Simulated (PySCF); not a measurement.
germanium monotelluride (GeTe), singlet, geometry from GFN2-xTB (core potentials on Te); B3LYP/def2-SV(P) (PySCF).

Input for PySCF:
```python
from pyscf import gto, scf, dft

mol = gto.M(
    atom='''
Ge   -0.00000000   -0.00000000   -1.45814979
Te    0.00000000    0.00000000    0.89732295
''',
    basis='def2-sv(p)',
    ecp={'Te': 'def2-sv(p)'},
    verbose=4,
)

mf = dft.RKS(mol)
mf.xc = 'b3lyp'
mf.kernel()
```

**Question.** Predict the main parts of the log of this PySCF run.

**Answer.** 
```
PySCF version 2.14.0

[INPUT] verbose = 4
[INPUT] num. atoms = 2
[INPUT] num. electrons = 56
[INPUT] charge = 0
[INPUT] spin (= nelec alpha-beta = 2S) = 0
[INPUT] symmetry False subgroup None
[INPUT] Mole.unit = angstrom
[INPUT] Symbol           X                Y                Z      unit          X                Y                Z       unit  Magmom
[INPUT]  1 Ge     0.000000000000   0.000000000000  -1.458149790000 AA    0.000000000000   0.000000000000  -2.755503751692 Bohr   0.0
[INPUT]  2 Te     0.000000000000   0.000000000000   0.897322950000 AA    0.000000000000   0.000000000000   1.695694620787 Bohr   0.0

nuclear repulsion = 172.537805717319
number of shells = 22
number of NR pGTOs = 135
number of NR cGTOs = 58
basis = def2-sv(p)
ecp = {'Te': 'def2-sv(p)'}

******** <class 'pyscf.dft.rks.RKS'> ********
method = RKS
initial guess = minao
damping factor = 0
level_shift factor = 0
DIIS = <class 'pyscf.scf.diis.CDIIS'>
diis_start_cycle = 1
diis_space = 8
diis_damp = 0
SCF conv_tol = 1e-09
SCF conv_tol_grad = None
SCF max_cycles = 50
direct_scf = True
direct_scf_tol = 1e-13
XC library pyscf.dft.libxc version 7.1.2
    S. Lehtola, C. Steigemann, M. J. T. Oliveira, and M. A. L. Marques,  SoftwareX 7, 1–5 (2018)
XC functionals = b3lyp
    P. J. Stephens, F. J. Devlin, C. F. Chabalowski, and M. J. Frisch,  J. Phys. Chem. 98, 11623 (1994)
radial grids:
    Treutler-Ahlrichs [JCP 102, 346 (1995); DOI:10.1063/1.469408] (M4) radial grids

becke partition: Becke, JCP 88, 2547 (1988); DOI:10.1063/1.454033
pruning grids: <function nwchem_prune>
grids dens level: 3
symmetrized grids: False
atomic radii adjust function: <function treutler_atomic_radii_adjust>
small_rho_cutoff = 0
Set gradient conv threshold to 3.16228e-05
Initial guess from minao.
tot grids = 42600
init E= -2316.70247472981
  HOMO = -0.742887657939782  LUMO = -0.511562985528456  gap/eV = 6.29466
cycle= 1 E= -2342.70853130305  delta_E=  -26  |g|= 2.86  |ddm|= 8.38
  HOMO = -0.0361763212566046  LUMO = 0.0507398152155645  gap/eV = 2.36511
cycle= 2 E= -2336.64025372107  delta_E= 6.07  |g|= 4.15  |ddm|= 13.7
  HOMO = -0.16067522694366  LUMO = -0.0110337111263808  gap/eV = 4.07195
cycle= 3 E= -2344.4253428363  delta_E= -7.79  |g|= 0.932  |ddm|= 12.7
  HOMO = -0.263138585635272  LUMO = -0.121359231335793  gap/eV = 3.85801
cycle= 4 E= -2343.4102275378  delta_E= 1.02  |g|= 1.73  |ddm|=  4.2
  HOMO = -0.23439152295785  LUMO = -0.111546822628428  gap/eV = 3.34277
cycle= 5 E= -2344.89557501991  delta_E= -1.49  |g|= 0.28  |ddm|= 2.12
  HOMO = -0.246432365758989  LUMO = -0.104910105723933  gap/eV = 3.85102
cycle= 6 E= -2344.92442869722  delta_E= -0.0289  |g|= 0.101  |ddm|= 0.263
  HOMO = -0.249812744533735  LUMO = -0.101778612688589  gap/eV = 4.02821
cycle= 7 E= -2344.92851341703  delta_E= -0.00408  |g|= 0.0367  |ddm|= 0.108
  HOMO = -0.247797601214371  LUMO = -0.0994014315592908  gap/eV = 4.03807
cycle= 8 E= -2344.92910058734  delta_E= -0.000587  |g|= 0.00533  |ddm|= 0.0552
  HOMO = -0.248507983830131  LUMO = -0.100053761292411  gap/eV = 4.03965
cycle= 9 E= -2344.92911284835  delta_E= -1.23e-05  |g|= 0.000428  |ddm|= 0.00885
  HOMO = -0.248560235428622  LUMO = -0.100074224063392  gap/eV = 4.04051
cycle= 10 E= -2344.92911291355  delta_E= -6.52e-08  |g|= 0.000259  |ddm|= 0.000996
  HOMO = -0.248545250109056  LUMO = -0.100071729838851  gap/eV = 4.04017
cycle= 11 E= -2344.92911294366  delta_E= -3.01e-08  |g|= 4.27e-05  |ddm|= 0.000325
  HOMO = -0.248542164578702  LUMO = -0.100069674824012  gap/eV = 4.04014
cycle= 12 E= -2344.9291129443  delta_E= -6.32e-10  |g|= 1.24e-05  |ddm|= 4.87e-05
  HOMO = -0.248541281868568  LUMO = -0.100072055768485  gap/eV = 4.04005
Extra cycle  E= -2344.92911294361  delta_E= 6.83e-10  |g|= 4.02e-05  |ddm|= 8.02e-05
converged SCF energy = -2344.92911294361
```
